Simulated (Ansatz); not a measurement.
`CS[SiH](F)S` → H–F + `CS[Si]S`  (silylene formation by 1,1-elimination)

Calculated with Ansatz (gas phase, PBE0-D4/def2-TZVP geometries, no zero-point term in ΔE). CBS: MP2 limit from def2 TZ/QZ plus the TZ coupled-cluster correction, frozen cores. This one scheme is used for every species. Functionals use def2-TZVPP. B3LYP here is the variant with VWN-RPA as its local correlation; programs differ in this. Each species was taken in one conformer, which may not be the lowest.

```csv
level,ΔE (kJ/mol),difference from CCSD(T)/CBS
PBE-D4,242.7,-19.4
r2SCAN-D4,274.3,12.2
PBE0-D4,260.7,-1.4
B3LYP-D4,256.7,-5.4
ωB97X-V,282.1,20.0
ωB97M-V,263.4,1.3
B2PLYP,259.5,-2.6
PBE,237.5,-24.6
r2SCAN,272.8,10.7
PBE0,256.1,-6.0
B3LYP,248.7,-13.4
HF/def2-TZVPP,280.9,18.8
MP2/def2-TZVPP,270.2,8.1
SCS-MP2/def2-TZVPP,269.2,7.1
CCSD/def2-TZVPP,263.6,1.5
CCSD(T)/def2-TZVPP,258.9,-3.2
HF/def2-QZVPP,283.2,21.1
MP2/def2-QZVPP,272.8,10.7
SCS-MP2/def2-QZVPP,272.2,10.1
HF/CBS(def2),283.5,21.4
MP2/CBS(def2),273.4,11.3
CCSD/CBS(def2),266.8,4.7
CCSD(T)/CBS,262.1,0
```

Largest T1 diagnostic among the species: 0.015.

The D4 term adds +8.0 kJ/mol with B3LYP and +4.6 kJ/mol with PBE0; it sums over pairs of atoms, weighted by their polarisabilities, and B3LYP, whose exchange is more repulsive, gets the larger term. In def2-TZVPP, CCSD(T) changes the Hartree–Fock value by −22.1 kJ/mol (the triples alone add −4.8 kJ/mol) and MP2 by −10.7 kJ/mol. From PBE to PBE0 (25 % exact exchange), in def2-TZVPP and without D4, ΔE moves by +18.6 kJ/mol.
